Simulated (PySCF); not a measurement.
An unknown gives this computed stick spectrum. Level of theory: PySCF 2.14.0, density-fitted response routines, TDDFT B3LYP/def2-SVPD, vertical, gas phase, core orbitals frozen in the response. Geometries: GFN2-xTB, one conformer each.

```
state  λ (nm)       f
   S1   316.5  0.0000
   S2   306.3   0.221
   S3   301.1  0.0000
   S4   268.6  0.0041
   S5   227.0   0.092
   S6   224.4  0.0000
   S7   219.4   0.392
   S8   212.7  0.0007
```

Triplets computed (Tamm–Dancoff): 2.65, 3.45, 3.60 eV.

Question: Which candidate is it?
A. `C#CC1=CC=CP=C1`
B. `P#Cc1ccccc1`
C. `C#C[P@@](=O)(O)C1CC1`

Answer: B. Its S1, at 3.92 eV, is the lowest among the candidates; the nearest of the others has S1 at 4.39 eV. S1 is HOMO→LUMO+1 (49%), HOMO-1→LUMO (48%). Löwdin shares by element: HOMO carbon 47% or more, phosphorus 30% (atoms not listed hold the other 23%); LUMO carbon 40% or more, phosphorus 33% (atoms not listed hold the other 28%). At the same level the other candidates give, for their lowest levels:
- `C#C[P@@](=O)(O)C1CC1`: 203 nm (f 0.000); 198 nm (f 0.004); 196 nm (f 0.001); 189 nm (f 0.003); 186 nm (f 0.000); T1 5.07 eV; HOMO -8.12, LUMO -0.61 eV
- `C#Cc1cccpc1`: 283 nm (f 0.001); 263 nm (f 0.005); 258 nm (f 0.142); 249 nm (f 0.009); 232 nm (f 0.001); T1 3.16 eV; HOMO -6.90, LUMO -1.88 eV
